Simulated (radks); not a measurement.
Results of a calculation; reference values are marked as such.
Problem. These are the eigenvalues of the occupied orbitals of an atom or ion with whole-number occupations (hartree). Code: a radial shooting solver on a logarithmic mesh with Libxc functionals. Model: Dirac Kohn-Sham, Slater X-alpha with alpha = 0.94, spin-unpolarised, spherical densities, point nucleus.

1s1/2: -2330.874
2s1/2: -398.9457
2p1/2: -381.4353
2p3/2: -339.9682
3s1/2: -91.58290
3p1/2: -83.73550
3p3/2: -74.85196
3d3/2: -61.42125
3d5/2: -59.46924
4s1/2: -19.22444
4p1/2: -15.99818
4p3/2: -13.96960
4d3/2: -8.62565
4d5/2: -8.25205
5s1/2: -3.41389
5p1/2: -2.49383
5p3/2: -2.21706
4f5/2: -1.64734
4f7/2: -1.58685

Which element is it, and in what charge state? The configuration may be excited. Open shells, if any, fill j = l - 1/2 first.

Solution. Z = 71, lutetium, charge +3: Lu3+ in [Xe] 4f14. The list shows which subshells hold electrons but not how many an open one holds; the 1s level, -2330.9 hartree, gives Z - s = 68.3 by -(Z - s)^2/2, which with screening and relativity narrows Z to a few neighbours, and the depths of the outer levels then fix element, charge and occupations together.
